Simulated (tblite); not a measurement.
C4H12N2OSi2.
Cartesian coordinates in Å at the GFN2-xTB level; atoms count from 1:
```
atom  x, y, z in Å
C1     2.3167    1.0060    0.8918
C2     1.4987   -0.2367    1.0999
O3     1.7603   -1.0824    1.9453
N4     0.4222   -0.4376    0.3320
Si5   -0.3478   -1.9508    0.7903
C6    -1.7370   -1.8274   -0.5265
N7    -1.7195   -0.4840   -1.0804
Si8   -0.2884    0.4474   -0.9956
C9    -0.6901    2.2590   -0.6265
H10    3.2114    0.9623    1.5070
H11    1.7252    1.8738    1.1742
H12    2.5870    1.0983   -0.1569
H13   -0.8795   -1.8526    2.1432
H14    0.5273   -3.0804    0.5065
H15   -2.7214   -2.0211   -0.0940
H16   -1.5922   -2.5745   -1.3151
H17   -2.4172   -0.3253   -1.7899
H18    0.6614    0.3356   -2.1221
H19    0.2008    2.8760   -0.6715
H20   -1.3857    2.6434   -1.3644
H21   -1.1411    2.3881    0.3522
```

Computed values, GFN2-xTB/tblite, gas phase, harmonic and unscaled. The method is semi-empirical: single wavenumbers can be off by several per cent or more. Modes of hydrogen on silicon can be 10 to 20 % off. One conformer, not necessarily the lowest.

Harmonic wavenumbers (cm⁻¹): 64.4, 90.6, 104.4, 113.4, 125.5, 137.7, 155.7, 175.8, 240.1, 269.0, 393.2, 409.4, 469.7, 491.7, 506.4, 568.6, 591.8, 621.6, 634.5, 675.1, 689.2, 733.2, 745.3, 765.4, 785.8, 803.6, 829.9, 884.6, 923.1, 1003.8, 1022.5, 1081.0, 1134.6, 1167.3, 1190.9, 1354.6, 1364.0, 1373.1, 1412.3, 1453.7, 1458.5, 1484.5, 1495.9, 1496.4, 1666.3, 2133.9, 2322.5, 2325.4, 2885.4, 2948.3, 3028.5, 3033.9, 3045.3, 3052.3, 3054.5, 3059.6, 3451.6.

A = 1473, B = 1228, C = 719.8 MHz; mass 160.049 u (most abundant isotopes); point group C1, symmetry number 1.

**Question.** What is the zero-point energy?

**Answer.** ½Σν̃ = 34750 cm⁻¹ = 99.35 kcal/mol.

**Question.** Entropy at 500 K, 1 bar (ideal gas, RRHO, classical rotation)?

**Answer.** Translation 43.71, rotation 31.43, vibration 62.72: S = 137.9 cal/(mol K).

**Question.** And Cp and H(500 K) − H(0)?

**Answer.** Cp = 67.14 cal/(mol K), of which vibrations give 59.19 (their classical limit is 57 R = 113.3); H(500 K) − H(0) = 20.05 kcal/mol without the zero-point energy, 16.07 from vibrations.

**Question.** Blend soft modes into free rotors: weight 1/[1 + (100 cm⁻¹/ν̃)⁴] for the oscillator and the rest for a rotor with moment μB/(μ + B), μ = h/(8π²ν), B = 10⁻⁴⁴ kg m². What vibrational entropy results?

**Answer.** 59.27 cal/(mol K) in place of 62.72, which changes −T·S at 500 K by +1.73 kcal/mol.

**Question.** Which modes carry the vibrational entropy at 500 K?

**Answer.** 64.4 cm⁻¹: 5.34; 90.6 cm⁻¹: 4.66; 104.4 cm⁻¹: 4.38; 113.4 cm⁻¹: 4.22; 125.5 cm⁻¹: 4.02; 137.7 cm⁻¹: 3.84 cal/(mol K); the other 51 give 36.25 together.

Hindered rotation and anharmonicity are outside this model. Other conformers, if any are populated, would add a mixing term that is left out. The structure is chiral; the term R ln 2 for an equal mix with its mirror image is left out.

On one thread of an Arm Neoverse V1, shared host with 32 logical CPUs at a one-minute load of 6.5, this took 1.1 s wall. The figure is for the frequency step alone.
